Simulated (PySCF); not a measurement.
## Broadened absorption spectrum of C3H12OSi2

Species: C₃H₁₂OSi₂.
InChI=1S/C3H12OSi2/c1-3-6-4-5-2/h3,5-6H2,1-2H3

Method: PySCF, TDDFT wB97X-D/def2-SVPD, vertical, gas phase, core orbitals frozen in the response. One conformer (not necessarily the lowest) at the PBE0-D3(BJ)/def2-SVP geometry, without solvent, vibrations or thermal averaging. Torsions of this conformer, `[CH3:1][CH2:2][SiH2:3][O:4][SiH2:5][CH3:6]`: C1–C2–Si3–O4 -177°.

Broadening: Gaussians 0.25 eV wide at half height, area fixed by f = 4.319×10⁻⁹ ∫ε dν̃. The width is an assumption, not a result. The curve ends short of the highest state used, and states not computed would add to its high-energy end.

(E (eV), ε (L mol⁻¹ cm⁻¹)): (7.07, 0), (7.09, 0), (7.12, 1), (7.15, 2), (7.18, 3), (7.21, 6), (7.24, 11), (7.27, 19), (7.30, 29), (7.32, 38), (7.35, 53), (7.38, 70), (7.41, 89), (7.44, 110), (7.47, 133), (7.50, 157), (7.53, 182), (7.56, 204), (7.58, 216), (7.61, 226), (7.64, 229), (7.67, 227), (7.70, 234), (7.73, 262), (7.76, 329), (7.79, 448), (7.81, 556), (7.84, 755), (7.87, 973), (7.90, 1174), (7.93, 1319), (7.96, 1381), (7.99, 1358), (8.02, 1284), (8.04, 1236), (8.07, 1229), (8.10, 1383), (8.13, 1794), (8.16, 2541), (8.19, 3682), (8.22, 5236), (8.25, 7172), (8.28, 9398), (8.30, 10967)

Q: Locate the maxima and give the states behind the curve.

A: 162 nm (7.64 eV), ε about 230, made up of S2 (89%) (hardly more than a shoulder); 156 nm (7.97 eV), ε about 1400, made up of S3 (98%) (ε in L mol⁻¹ cm⁻¹; maxima over ε = 5, shares over 10%). At its high-energy end, 8.30 eV, the curve is still rising (ε about 11000, from S5 and S6). The states used: S1 7.44 eV (f 0.0006); S2 7.63 eV (f 0.0019); S3 7.96 eV (f 0.013); S4 8.23 eV (f 0.0011); S5 8.30 eV (f 0.034); S6 8.41 eV (f 0.094); S7 8.45 eV (f 0.024); S8 8.56 eV (f 0.080); S9 8.81 eV (f 0.162); S10 8.90 eV (f 0.120).

Q: What would ε be at 7.97 eV, the highest of these maxima, with half the width (0.125 eV)?

A: About 2640 L mol⁻¹ cm⁻¹ against 1380, a factor of about 1.9; a lone state at its own centre would give exactly 2.

All these states lie below the vertical ionisation energy of 10.01 eV (ΔSCF).

Time: 3.2 min of wall time. Hardware: one thread of an Arm Neoverse V2, no GPU, shared host.
